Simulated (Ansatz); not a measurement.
`CNBF` + `[SiH3]N[SiH3]` → `FBN([SiH3])[SiH3]` + CH₃NH₂ at 600 K and 1 bar (ligand exchange at a B–N bond).

Calculated with Ansatz (gas phase, PBE0-D4/def2-TZVP geometries, no zero-point term in ΔE). CBS: MP2 limit from def2 TZ/QZ plus the TZ coupled-cluster correction, frozen cores. This one scheme is used for every species. One conformer a species, not always the lowest.

| species | CCSD(T)/CBS energy (Eh) | H − E (kJ/mol) | S (J/(mol·K)) |
| --- | --- | --- | --- |
| `CNBF` | -220.44549 | 231.8 | 357.4 |
| `[SiH3]N[SiH3]` | -637.10515 | 230.1 | 420.5 |
| `FBN([SiH3])[SiH3]` | -761.79139 | 263.5 | 471.8 |
| CH₃NH₂ | -95.75281 | 199.3 | 283.8 |

H − E and S are ideal-gas, rigid-rotor, harmonic terms from PBE0-D4/def2-TZVP, for one conformer and one mirror image of each species. 1 Eh = 2625.50 kJ/mol, R = 8.31446 J/(mol·K).

Q: By hand: ΔE, ΔH, ΔS and ΔG.

A: ΔE = (-761.79139) + (-95.75281) − (-220.44549) − (-637.10515) = 0.00644 Eh = 16.9 kJ/mol. Δ(H − E) = 263.5 + 199.3 − 231.8 − 230.1 = 0.9, so ΔH = 17.8 kJ/mol. ΔS = 471.8 + 283.8 − 357.4 − 420.5 = -22.3 J/(mol·K). ΔG = 17.8 − 600 × (-22.3)/1000 = 31.2 kJ/mol.

Q: By hand: the equilibrium constant, and the temperature at which ΔG would vanish if ΔH and ΔS stayed fixed.

A: log₁₀ K = −ΔG/(RT ln 10) = -2.7. ΔH and −TΔS have one sign here, so there is no such temperature.

TΔS isn't small against ΔH here. A doubt of 5 kJ/mol in ΔE shifts log₁₀ K by 0.4 here. Other conformers and mirror images would add mixing entropy, several J/(mol·K) or more a flexible species. Modes under 60 cm⁻¹, often nearly free rotors, make the harmonic entropy too high. These are equilibria of isolated gas molecules and say nothing of rates. Largest T1 diagnostic: 0.012 (customary marks: 0.02 for closed shells, 0.045 for open ones).
